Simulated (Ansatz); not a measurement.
`F[CH](F)[GeH2][SiH3]` + `O[Si](O)(Cl)Cl` → `O[Si](Cl)(Cl)O[SiH3]` + `F[CH](F)[GeH3]`  (cleavage of the Si–Ge bond)

Program: Ansatz. Geometries: PBE0-D4/def2-TZVP. ΔE: electronic, gas phase. CBS: MP2 limit from def2 TZ/QZ plus the TZ coupled-cluster correction, frozen cores. Functionals use def2-TZVPP. For Ge outer-core shells are correlated without core-valence functions, which leaves a few kJ/mol of doubt a bond. Scalar relativity is left out up to krypton. Each species was taken in one conformer, which may not be the lowest.

CCSD(T)/CBS gives -85.3 kJ/mol.

Another level gave -95.1 kJ/mol. Which?
A. HF/def2-TZVPP
B. B2PLYP/def2-TZVPP
C. SCS-MP2/def2-TZVPP
D. PBE-D4/def2-TZVPP

C. SCS-MP2/def2-TZVPP -95.1, HF/def2-TZVPP -112.0, PBE-D4 -62.4, B2PLYP -88.3 kJ/mol.

Largest T1 diagnostic among the species: 0.012.

From PBE to PBE0 (25 % exact exchange), in def2-TZVPP and without D4, ΔE moves by −8.2 kJ/mol. In def2-TZVPP, CCSD(T) changes the Hartree–Fock value by +27.2 kJ/mol (the triples alone add +3.5 kJ/mol) and MP2 by +22.7 kJ/mol.
